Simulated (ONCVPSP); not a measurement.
# Plane-wave convergence, ONCV potential for gold

gold, optimised norm-conserving Vanderbilt (ONCV), made with ONCVPSP 4.0.1 (Wu-Cohen, scalar-relativistic). Core [Xe], reference 4f14 5d10 6p1. Waves: s scattering state at 0.45 Ha: rc 3.05 bohr, ncon 5, nbas 8, qcut 2.6 1/bohr, 1 projector; 6p: rc 3.70 bohr, ncon 3, nbas 6, qcut 2.4 1/bohr, 2 projectors, debl 3.8 Ha; 5d: rc 2.25 bohr, ncon 3, nbas 8, qcut 7.1 1/bohr, 1 projector; 4f: rc 0.75 bohr, ncon 4, nbas 9, qcut 20.1 1/bohr, 2 projectors, debl 3.1 Ha. Local part: polynomial inside 0.70 bohr (lpopt 5, dvloc0 6 Ha). Core correction: polynomial model core, fcfact 0.75.

In the s channel the program set the typed energies aside and used -0.271 Ha.

For each optimised wave give the share of its norm inside rc, the residual kinetic energy above qcut (Ha) and the cutoffs (Ha) for errors of 10, 1, 0.1 and 0.01 mHa per electron.

```
         wave  norm inside rc  residual KE  10 mHa  1 mHa  0.1 mHa  0.01 mHa
s projector 1           0.676      2.4e-03     2.4    6.3     15.5      18.5
           6p           0.405      2.5e-05     0.6    1.0      1.9       6.2
p projector 2           0.158      2.6e-01    10.4   18.3     42.9      98.2
           5d           0.848      1.4e-07    13.5   16.9     19.6      21.8
           4f           0.870      1.2e-03   180.9  207.5    603.6     809.6
f projector 2           0.000      4.6e-07     0.0    0.1      0.3       1.4
```

The occupied waves need 208 Ha and 604 Ha for 1 and 0.1 mHa. Rows with under 1 % of the norm inside rc give no meaningful cutoff. Note: ghosts flagged at negative energy: s at -740.1 eV, s at -126.9 eV, p at -383.5 eV (a further GHOST(-) flag falls on a real empty level of the atom); GHOST(+) flagged for p at 7.2 eV, p at 99.3 eV. A true bound ghost makes a file unfit for plane-wave use. 2 of 4 tests not solved or not reliable.
